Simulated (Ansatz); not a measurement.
Consider the ligand exchange at the Si–C bond: `FC([SiH3])SS` + `O[SiH](F)[SeH]` → `F[SiH]([SeH])O[SiH3]` + `FCSS`.

Isolated molecules relaxed with PBE0-D4/def2-TZVP in Ansatz; ΔE leaves out vibrations. CBS: MP2 limit from def2 TZ/QZ plus the TZ coupled-cluster correction, frozen cores. Functionals use def2-TZVPP. B3LYP here is the variant with VWN-RPA as its local correlation; programs differ in this. For Se outer-core shells are correlated without core-valence functions, which leaves a few kJ/mol of doubt a bond. Scalar relativity is left out up to krypton. One conformer a species, not always the lowest.

```
          level  ΔE (kcal/mol)  difference from CCSD(T)/CBS
      r2SCAN-D4          -27.0                          1.2
        PBE0-D4          -25.8                          2.4
        ωB97M-V          -27.3                          0.9
         B2PLYP          -29.2                         -1.0
            PBE          -23.9                          4.3
         r2SCAN          -27.1                          1.1
           PBE0          -26.2                          2.0
          B3LYP          -29.1                         -0.9
CCSD/def2-TZVPP          -29.7                         -1.5
  MP2/CBS(def2)          -28.5                         -0.3
    CCSD(T)/CBS          -28.2                            0
```

Largest T1 diagnostic among the species: 0.013.

In def2-TZVPP, CCSD(T) changes the Hartree–Fock value by +7.5 kcal/mol (the triples alone add +1.3 kcal/mol) and MP2 by +7.2 kcal/mol. From PBE to PBE0 (25 % exact exchange), in def2-TZVPP and without D4, ΔE moves by −2.3 kcal/mol.
